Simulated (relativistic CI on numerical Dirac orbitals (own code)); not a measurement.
## Os⁵⁹⁺: computed level list

These numbers are calculated, not measured: Dirac-Coulomb-Breit CI, separate exchange-only KLI orbitals for each configuration, a model potential for QED, unscaled Slater integrals (own radial code, finite nucleus).

CI space (outside the closed core [Ne]): 3s2.3p5, 3s2.3p4.3d, 3s.3p6, 3s.3p5.3d, 3s.3p4.3d2, 3p6.3d, 3s2.3p3.3d.4p, 3s.3p4.3d.4s, 3p6.4s, 3s2.3p4.4s, 3p6.4p, 3s2.3p4.4p, 3s2.3p4.4d, 3s.3p5.4s, 3p5.3d.4p, 3s2.3p4.4f, 3s.3p5.4p, 3s.3p5.4d, 3s.3p5.4f, 3s2.3p4.5s, 3s2.3p4.5p, 3s2.3p3.4s.4p, 3s2.3p4.5d, 3s2.3p4.5f, 3s2.3p4.5g, 3s.3p4.4s2, 3s.3p5.5s, 3s.3p5.5p, 3s2.3p3.3d2, 3s2.3p2.3d3, 3s.3p3.3d3, 3s2.3p2.3d2.4s, 3s2.3p2.3d2.4p, 3s2.3p2.3d2.4d, 3p5.3d2, 3p4.3d3, 3p4.3d2.4s, 3p4.3d2.4p, 3p4.3d2.4d, 3s2.3p3.3d.4s, 3s.3p3.3d2.4s, 3s2.3p2.3d.4s2, 3s2.3p2.3d.4s.4p, 3s2.3p2.3d.4s.4d, 3p5.3d.4s, 3p4.3d.4s2, 3p4.3d.4s.4p, 3p4.3d.4s.4d, 3s2.3p3.4s2, 3s.3p3.3d.4s2, 3s2.3p2.4s2.4p, 3s2.3p2.4s2.4d, 3s2.3p3.4p2, 3s2.3p2.3d.4p2, 3s.3p3.3d.4p2, 3s2.3p2.4s.4p2, 3s2.3p2.4p3, 3s2.3p2.4p2.4d. Double excitations out of closed p, d and f shells are left out; levels of such configurations are missing from the list, as are those of other unlisted configurations, and high levels can miss mixing partners. These lack a partner that the ground configuration has and come out too high: 3s2.3p4.4f, 3s.3p5.4p, 3s.3p5.4d, 3s.3p5.4f, 3s2.3p4.5s.

The lowest level is 3s2.3p5 2P°_3/2, with 99 % of that term; Hund's rules for 3s2.3p5 give 2P° with J = 3/2, in agreement.

```csv
No.,Configuration,Term,J,E (Ry),%,Next component (%),Landé g
1,3s2.3p5,2P°,3/2,0.0000,99,1 3s2.3p3.3d2 2P°,1.320
2,3p4(3P).3d,4D,3/2,17.9609,35,34 2D,1.164
3,3p4(3P).3d,4D,5/2,18.4454,37,24 2F,1.170
4,3p4(3P).3d,4P,1/2,18.5102,50,26 2P,1.725
5,3p4(3P).3d,2F,7/2,18.7045,36,29 4F,1.101
6,3p4(1S).3d,2D,3/2,20.1997,63,19 4F,0.838
7,3p4(1D).3d,2F,7/2,24.6670,48,42 4D,1.245
8,3p4(3P).3d,4F,9/2,24.8298,68,32 2G,1.249
9,3p4(3P).3d,2P,1/2,25.3789,59,22 2S,1.162
10,3p4(1S).3d,2D,5/2,27.0624,55,22 4P,1.204
11,3p4(3P).3d,2P,3/2,27.5706,40,34 2D,1.191
12,3p4(3P).3d,2D,5/2,27.8788,57,17 4D,1.176
13,3s2.3p5,2P°,1/2,29.0822,99,1 3s2.3p3.3d2 2P°,0.646
14,3p3(2P°).3d2(3F),4F°,3/2,37.0458,29,24 2D°,0.878
15,3p3(2P°).3d2(3F),4F°,5/2,37.5258,24,22 2F°,0.977
16,3p3(2P°).3d2(3F),4D°,1/2,37.5638,47,26 2P°,0.185
17,3p3(2P°).3d2(3F),2G°,7/2,37.6760,24,20 2F°,1.039
18,3p3(2P°).3d2(1S),2P°,3/2,39.4844,20,18 2D°,1.390
19,3p3(2P°).3d2(3F),4G°,9/2,43.5722,33,18 6F°,1.177
20,3s2.3p3.3d2,2F°,7/2,43.9057,23,21 4F°,1.198
21,3s.3p6,2S,1/2,43.9191,73,10 3s2.3p4.3d 2S,1.942
22,3p3(2P°).3d2(3F),4D°,3/2,44.6323,33,16 2D°,1.124
23,3p3(2D°).3d2(3P),4P°,1/2,44.6584,45,21 2S°,1.703
24,3p3(2P°).3d2(3F),2F°,5/2,44.7226,26,19 4D°,1.062
25,3p3(2P°).3d2(3P),4D°,5/2,44.7952,25,23 4P°,1.445
26,3p3(2P°).3d2(1G),2H°,11/2,44.9036,36,35 4G°,1.154
27,3s2.3p3.3d2,2F°,7/2,45.2175,28,24 2G°,1.127
28,3p3(2P°).3d2(3F),2G°,7/2,46.1564,21,19 2F°,1.117
29,3p4(3P).3d,4D,1/2,46.1601,78,14 2P,0.243
30,3p3(2P°).3d2(3P),2D°,5/2,46.2364,27,21 4F°,1.184
31,3p3(2P°).3d2(3P),2P°,3/2,46.4720,25,16 2D°,1.212
32,3p3(2P°).3d2(1G),2G°,9/2,46.7995,38,26 2H°,1.070
33,3p4(3P).3d,4F,3/2,46.9758,33,32 4D,0.926
34,3p3(2D°).3d2(3P),4F°,3/2,47.1393,25,23 2D°,1.106
35,3p4(3P).3d,4F,5/2,47.5793,50,35 2F,0.980
36,3p4(1D).3d,2G,7/2,47.6796,59,25 2F,0.994
37,3p3(2P°).3d2(1G),2F°,5/2,47.6845,43,23 2D°,0.947
38,3p3(2P°).3d2(3P),2P°,1/2,47.8400,45,36 4D°,0.679
39,3p4(3P).3d,2D,5/2,50.1021,46,30 2F,1.116
40,3p4(1D).3d,2P,3/2,50.3150,42,26 2D,1.213
41,3p4(1D).3d,2P,1/2,50.8688,31,26 2S,1.716
42,3p3(2P°).3d2(3F),4G°,11/2,51.3073,38,27 2H°,1.198
43,3p3(2P°).3d2(1D),2D°,5/2,51.7052,27,22 2F°,1.212
44,3p3(2P°).3d2(3P),4D°,7/2,52.0482,29,29 2F°,1.230
45,3p3(2P°).3d2(3F),4F°,9/2,52.2465,40,25 2G°,1.211
```

Energies count from the lowest computed level; ° marks odd parity. Percentages are summed over parent terms; the parents shown are those of the largest component, closed shells are left out there.

The mean weight of the leading LS term, summed over parents, in these 45 levels is 42 %, and that of the leading jj configuration (from the same eigenvectors) 96 %, so jj coupling describes them better and the LS labels are nominal.

At this charge energies of transitions that change n are usually good to better than 1 %, and those within a shell (Δn = 0) to a few per cent.

LS names give the leading component of a level, which can be under half, so a name can repeat, a term be missing and a line seem to break the LS rules.
